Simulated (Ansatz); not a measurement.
Ansatz (a program for electronic structure) input (RI-MP2/aug-cc-pVTZ):
A basis named .json is the Basis Set Exchange file of that set.

Ansatz 0.2 input:
```yaml
crystal:
  periodic: [false, false, false]
  atoms:
    - {symbol: C, position_ang: [-2.47027861, -0.72359314, -0.18081198]}
    - {symbol: Ga, position_ang: [-0.59190978, -0.17575260, -0.04962525]}
    - {symbol: Br, position_ang: [1.14760725, -1.68466173, 0.00290408]}
    - {symbol: Br, position_ang: [0.04177407, 2.03479688, 0.08858755]}
    - {symbol: H, position_ang: [-2.53979121, -1.71100605, -0.63283235]}
    - {symbol: H, position_ang: [-3.02437243, 0.00503841, -0.77006954]}
    - {symbol: H, position_ang: [-2.89330729, -0.75887332, 0.82394969]}
basis:
  gaussian:
    orbitals: aug-cc-pVTZ
    fitting: {mean_field: def2-universal-jkfit, correlation: aug-cc-pVTZ-RIFIT.json}
magnetization: {spin_polarized: true, initial_magnetization: 2}
correlation: {method: mp2, electrons: outside_noble_gas}
```

Output:

```
Functional definition: HF
integrals: 0.69 GiB planned
927 factors; integrals over basis functions are off by at most 9.5e-1 eV
817 factors; integrals over basis functions are off by at most 1.3e2 eV
1.79 GiB of device memory are held for the factors and their scratch space
mean field: 2.30 GiB planned
mean field evaluation 1: about -193407.7270 eV, gradient 2.4e1 eV
mean field evaluation 2: about -193410.4257 eV, gradient 1.3e1 eV
mean field evaluation 4: about -193411.5011 eV, gradient 9.7e-1 eV
mean field evaluation 8: about -193411.5597 eV, gradient 3.4e-1 eV
mean field evaluation 16: about -193412.3647 eV, gradient 2.6e-1 eV
mean field evaluation 32: about -193412.3612 eV, gradient 3.6e-1 eV
mean field evaluation 64: about -193412.3653 eV, gradient 1.5e-1 eV
mean field evaluation 96: about -193412.3541 eV, gradient 5.0e-2 eV
mean field evaluation 128: about -193410.4561 eV, gradient 2.8e0 eV
mean field evaluation 160: about -193411.5487 eV, gradient 2.2e-1 eV
mean field evaluation 192: about -193412.3200 eV, gradient 2.9e-1 eV
mean field -193412.36616160 eV, -7107.7733568285 hartree, gradient 2.8e-6 eV, S^2 2.013891; 16 other end points of the search recorded, 0 dependent functions left out
43 core orbitals not correlated
reference -193412.36616160 eV, -7107.7733568285 hartree; 13, 11 occupied and 236, 238 virtual orbitals, 817 factors
second order -15.10518542 eV of doubles, -0.00000000 eV of singles
Total energy: -193427.47134702 eV, -7108.3284621541 hartree
```

This state (charge 0, triplet) is run at the relaxed geometry of the species with charge 0 and multiplicity 1, and is a spin state other than that species' own.
